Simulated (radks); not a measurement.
Question: The mean radii <r> (bohr) of the occupied orbitals of an atom or ion are listed with their occupations. All-electron calculation, scalar-relativistic Kohn-Sham, PBE, spin-unpolarised, spherical densities, finite nucleus; Fermi nuclear charge, rms radius of each element as measured or else 0.836 A^(1/3) + 0.57 fm. Program: a radial shooting solver on a logarithmic mesh with Libxc functionals.

| orbital | occ. | <r> |
|---|---|---|
| 1s | 2 | 0.1306 |
| 2s | 2 | 0.6949 |
| 2p | 6 | 0.6837 |

Name the element and its charge.

Answer: Z = 12, magnesium, charge +2: Mg2+ in [Ne]. The 1s radius gives Z: for a bare nucleus <r> = (2 gamma + 1)/(2Z) with gamma = sqrt(1 - (Z/c)^2), 0.1247 bohr for Z = 12, and screening makes it slightly larger (0.1306 here). The occupations add up to 10, and the charge is Z minus that.
